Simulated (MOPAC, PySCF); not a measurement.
CH₂N₂, SMILES `C(#N)N`, neutral singlet in the gas phase. 

Cartesian coordinates (Å):
```xyz
5

N      1.8790     0.0972     0.5976
C      0.7533     0.0198     0.3521
N     -0.5372    -0.0903     0.0123
H     -1.0563    -0.8071     0.4976
H     -1.0388     0.7804    -0.0833
```
Charge 0, multiplicity 1.

All levels are single points at this geometry (B3LYP-D3(BJ)/def2-TZVP); Pople sets use spherical d functions. Orbital energies aren't observables, and empty levels follow the basis.

```
level                            HOMO (eV)  LUMO (eV)  gap (eV)  dipole (D)  vertical IE, Delta-SCF (eV)
-------------------------------  ---------  ---------  --------  ----------  ---------------------------
B3LYP-D3(BJ)/def2-TZVP in PySCF      -7.78      -0.24      7.54        4.66                            –
PBE-D3(BJ)/def2-TZVP in PySCF        -6.62      -0.67      5.94        4.63                            –
M06-2X/6-31G* in PySCF               -9.04       2.42     11.46        4.50                            –
SVWN5/6-31G* in PySCF                -6.34      -0.01      6.33        4.60                        10.60
HF/3-21G in PySCF                   -10.93       5.99     16.92        4.53                            –
PM7 in MOPAC                        -10.68       1.01     11.69        4.36                            –
```
